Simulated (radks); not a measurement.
The numbers below are computed, except where a source is named.
Question: Coherent X-ray form factor from a spherical all-electron density. Level of theory: Dirac Kohn-Sham, BLYP, spin-unpolarised, spherical densities, finite nucleus; Fermi nuclear charge, rms radius of each element as measured or else 0.836 A^(1/3) + 0.57 fm (a radial shooting solver on a logarithmic mesh with Libxc functionals).

sin(theta)/lambda (1/angstrom),f0 (electrons)
0.05,67.088
0.1,64.738
0.15,61.633
0.2,58.209
0.25,54.693
0.3,51.241
0.4,44.927
0.5,39.601
0.6,35.141
0.8,28.113
1,23.050
1.25,18.908
1.5,16.332
2,12.840

The species is in the configuration that NIST lists as its ground one. Which atom or ion scatters so?

Answer: The thulium ion Tm+, [Xe] 4f13 6s1. Extrapolating in s^2 from the first two rows gives f0(0) = 67.9, near the electron count 68; among species with that count, the fall with angle is slower the higher Z, and the table is that of Z = 69; from so few rows the species is fixed only to a neighbour or two.
